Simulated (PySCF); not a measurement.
SeHF, SMILES F[SeH].

Coordinates come from a B3LYP-D3(BJ)/def2-TZVP optimisation.

The numbers are results of r2SCAN/def2-TZVPD (PySCF), not measurements.

Isolated molecule, no solvent.

Computed frontier levels, gap, dipole moment and polarisability:
```json
{
  "highest_occupied_level": "-6.24 eV",
  "lowest_empty_level": "-3.17 eV",
  "orbital_gap": "3.06 eV",
  "dipole_moment": "1.72 D",
  "quadrupole, principal values (traceless, Buckingham form, about the centre of nuclear charge)": "-2.74, -0.78, 3.53 D·Å",
  "mean_static_polarisability": "30.5 bohr³ (4.52 Å³)",
  "polarisability_principal_values": "29.8, 30.0, 31.8 bohr³"
}
```
